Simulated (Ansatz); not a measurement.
PdI₂⁻. Total charge -1; doublet. Geometry r2SCAN-D4/def2-TZVP, that of the neutral singlet; atoms count from 1.

```xyz
3

Pd    0.000   -0.001    0.000
I     1.715   -0.048   -1.808
I    -1.715    0.049    1.808
```

In the def2 sets I, Pd take a core potential; there is no spin–orbit coupling. The structure comes from a short search, and lower isomers may exist.

(1) Estimate the Mulliken populations from the PBE0/def2-TZVPD orbitals of Ansatz.

(2) Where does the spin sit?

(3) And the Mayer bond orders between heavy atoms (over 0.3)?

Results:

(1) 
```tsv
atom	charge (e)	spin (α − β)	d electrons
Pd1	-0.07	0.91	9.13
I2	-0.46	0.04	–
I3	-0.46	0.04	–
```
Mulliken values depend strongly on the basis. With diffuse functions, as here, like atoms can get unlike values, and bond orders can come out too low or too high.

(2) Summed by element: Pd 0.91, I 0.09, of 1 unpaired in all. Largest on single atoms: Pd1 0.91, I2 0.04, I3 0.04.

(3) Pd1–I2 0.90 (2.49 Å); Pd1–I3 0.90 (2.49 Å).
